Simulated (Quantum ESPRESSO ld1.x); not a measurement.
Sb XLVIII, configuration [He] 2s2. All-electron calculation, Dirac Kohn-Sham, LDA (Slater exchange, Perdew-Zunger correlation), spin-unpolarised, spherical densities, point nucleus. Program: ld1.x of Quantum ESPRESSO 7.5.

Unscreened Slater integrals over Kohn-Sham orbitals (cm^-1). Large and small components are both included.

F0(2s1/2,2s1/2): 1721800
F0(2s1/2,1s1/2): 2438200
G0(2s1/2,1s1/2): 269220
F0(1s1/2,1s1/2): 7312000
